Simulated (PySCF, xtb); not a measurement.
AlHO3Si: which of two structures lies lower

We compare X, a singlet given by its coordinates, with Y, a singlet given by its coordinates. Both are isolated molecules in the gas phase, relaxed with B3LYP-D3(BJ)/def2-SVP.

X (Å):

```
atom    x (Å)    y (Å)    z (Å)
  Al  -1.8761   0.0652  -0.3730
   O  -2.1105  -3.6874  -1.5692
   O  -3.1140  -0.9715  -1.0794
   O  -0.7886  -1.3203  -0.4391
  Si  -2.0194  -2.2392  -1.1076
   H  -1.7830   1.5441   0.0984
```

Close contacts (Å): Al1–O3 1.76, Al1–O4 1.76, Al1–Si5 2.42, O2–Si5 1.52, O3–Si5 1.68, O4–Si5 1.68, Al1–H6 1.55.

Y (Å):

```xyz
6

Al   -1.9743   -1.1537   -0.6425
O    -2.3740   -1.9567    0.7335
O    -2.2077   -1.4089   -2.3603
O    -1.1300    0.3319   -1.0311
Si   -1.3780    0.0476   -2.6989
H    -2.6045   -2.4205    1.5297
```

Close contacts (Å): Al1–O2 1.64, Al1–O3 1.75, Al1–O4 1.75, Al1–Si5 2.46, O3–Si5 1.71, O4–Si5 1.71, O2–H6 0.95.

Quicker runs give these differences E(Y) − E(X): GFN2-xTB +7.4 kcal/mol; HF/STO-3G −35.3 kcal/mol (at GFN2-xTB geometries); r2SCAN-D4/def2-SVP −20.6 kcal/mol (at GFN2-xTB geometries).

Problem. Which of the two would you expect CCSD(T)/def2-SVP + ΔMP2/def2-TZVPP electronic energies to favour?

Solution. Structure Y; the calculation gives E(Y) − E(X) = −17.5 kcal/mol.

How the difference moves with the method:

```csv
level,geometry,E(Y) − E(X) (kcal/mol),departure from the last row (kcal/mol),"job, with rough time for the two"
GFN2-xTB,GFN2-xTB,+7.4,+24.9,"optimisation, 0.17 s"
HF/STO-3G,GFN2-xTB,−35.3,−17.8,"single point, 1.2 s"
r2SCAN-D4/def2-SVP,GFN2-xTB,−20.6,−3.1,"single point, 14 s"
B3LYP-D3(BJ)/def2-SVP,B3LYP-D3(BJ)/def2-SVP,−23.0,−5.5,"optimisation, 42 s"
HF/def2-SVP,B3LYP-D3(BJ)/def2-SVP,−26.6,−9.1,part of the CCSD(T) run
MP2/def2-SVP,B3LYP-D3(BJ)/def2-SVP,−19.4,−1.9,part of the CCSD(T) run
CCSD(T)/def2-SVP,B3LYP-D3(BJ)/def2-SVP,−22.9,−5.4,single point
CCSD(T)/def2-SVP + ΔMP2/def2-TZVPP,B3LYP-D3(BJ)/def2-SVP,−17.5,,"single point, 41 s"
```

GFN2-xTB puts the two in the other order. The largest departure from CCSD(T)/def2-SVP + ΔMP2/def2-TZVPP is that of GFN2-xTB, 24.9 kcal/mol. The last row adds to CCSD(T) the change of the MP2 difference between the two basis sets, here +5.4 kcal/mol, a large step that makes the value less sure.

With thermal terms from frequencies at re-optimised GFN2-xTB minima (ideal gas, soft modes damped towards free rotors, one conformer each, 298.15 K, 1 atm): on the last row, ΔE + ΔZPE = −16.7, ΔH = −16.3, ΔG = −17.2 kcal/mol.

The correlated steps freeze 13 core orbitals. Run with PySCF 2.14.0, xtb 6.7.1; the last row on 2 threads of Arm Neoverse V2 on a shared host.
